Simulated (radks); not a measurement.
The numbers below are computed, except where a source is named.
Question: Kr III, configuration [Ar] 3d10 4s2 4p4. Code: a radial shooting solver on a logarithmic mesh with Libxc functionals. Model: Dirac Kohn-Sham, PBEsol, spin-unpolarised, spherical densities, point nucleus; open shells are shared between the two j in proportion to 2j + 1; speed of light set to 1370.36 atomic units (10 times the physical value, a model run). Some entries of the table are withheld. Estimate them.

| orbital | occ. | eigenvalue (eV) | <1/r> (bohr^-1) | <r^2> (bohr^2) |
|---|---|---|---|---|
| 1s1/2 | 2 | -13917.67 | (1) | 0.002414 |
| 2s1/2 | 2 | -1831.081 | 7.888 | 0.04153 |
| 2p1/2 | 2 | (2) | 7.871 | 0.03201 |
| 2p3/2 | 4 | (3) | 7.869 | 0.03202 |
| 3s1/2 | 2 | -279.3716 | 2.625 | 0.3370 |
| 3p1/2 | 2 | -218.3163 | 2.517 | 0.3476 |
| 3p3/2 | 4 | -218.2407 | 2.517 | 0.3478 |
| 3d3/2 | 4 | (4) | 2.279 | 0.3758 |
| 3d5/2 | 6 | (5) | 2.279 | 0.3759 |
| 4s1/2 | 2 | (6) | 0.8704 | 2.645 |
| 4p1/2 | 1.33333 | -30.9515 | 0.7541 | 3.479 |
| 4p3/2 | 2.66667 | -30.9437 | 0.7539 | 3.480 |

Answer: 
(1) 1s1/2 <1/r> (bohr^-1): 35.49
(2) 2p1/2 eigenvalue (eV): -1659.281
(3) 2p3/2 eigenvalue (eV): -1658.764
(4) 3d3/2 eigenvalue (eV): -108.6755
(5) 3d5/2 eigenvalue (eV): -108.6624
(6) 4s1/2 eigenvalue (eV): -45.0340
